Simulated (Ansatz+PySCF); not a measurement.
A calculation with PySCF 2.14.0.

```python
from pyscf import gto, scf, cc

mol = gto.M(atom="""
Be 0.000000 0.000000 2.535000
C 0.000000 0.000000 0.000000
F 0.000000 0.000000 -1.950000
""", basis='sto-3g', charge=1, spin=0)
mf = scf.RHF(mol)
mf.kernel()
mycc = cc.CCSD(mf, frozen=3).run()
et = mycc.ccsd_t()
print(mf.e_tot, mycc.e_corr, et, mycc.e_tot + et)
```

The script is written out from the run's settings.

The run gave:

```json
{"Converged": "yes", "Reference energy": "-149.14287 hartree", "CCSD correlation energy": "-0.22345 hartree", "Triples correction": "-0.01406 hartree", "Total energy": "-149.38038 hartree", "Spin squared of the determinant": "0.000"}
```

This is not the lowest solution: another run reaches a determinant 0.03 eV lower. Caution: large amplitudes, a single reference is doubtful; an unrestricted determinant lies well below.
